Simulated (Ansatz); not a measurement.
**Energy profile**

The step: SiH₂OF₂ ([OH][SiH]([F])[F]) → SiF₂ + H₂O; bonds formed: O2–H3; bonds broken: Si1–O2, Si1–H3 (atoms numbered as in the saddle structure below).

Si1  (-0.411, 0.416, -0.546)
O2  (0.934, -0.404, 0.356)
H3  (0.806, -0.616, -0.894)
F4  (-1.692, -0.171, 0.216)
F5  (-0.330, 1.929, -0.055)
H6  (0.693, -1.154, 0.924)
(Å)

Electronic energies by CCSD(T) at an estimated basis limit (MP2 extrapolated from triple and quadruple zeta, plus CCSD(T) − MP2 in triple zeta), on PBE0-D4/def2-TZVP structures; SiH2OF2, singlet; no counterpoise correction. Computed with Ansatz 0.2.0 (basis: def2-TZVPP and def2-QZVPP); correlated methods freeze the cores. Extrapolation: Hartree–Fock as exp(−7.88 √X), correlation as X^−2.97.

**Question.** Give the profile in eV, counted from the start structure. (To be estimated.)

**Answer.** By the calculation:
```csv
point,eV
start structure,0.000
saddle,3.685
end structure,2.338
"separated: SiF2 (linked as [F][Si][F]; Si1, F4, F5; singlet) + H2O (O2, H3, H6; singlet)",2.743
```

No T1 diagnostic of these runs exceeds 0.015. The restricted Hartree–Fock reference is unstable towards an unrestricted one at one or more of these structures.

Losses and insertions of silylenes and their heavier kin drive the gas-phase chemistry of silicon and germanium vapour deposition.

For scale, one of the runs: CCSD(T)/def2-TZVPP, 163 basis functions, launched by `ansatz run in.yaml --threads 2 --pin off --events-out ev --progress --plain --max-ram 4352MiB`. Time: 28 s of wall clock on 2 CPU threads of an Intel Xeon Platinum 8259CL; the host was shared. Peak host memory: 1.4 GiB.
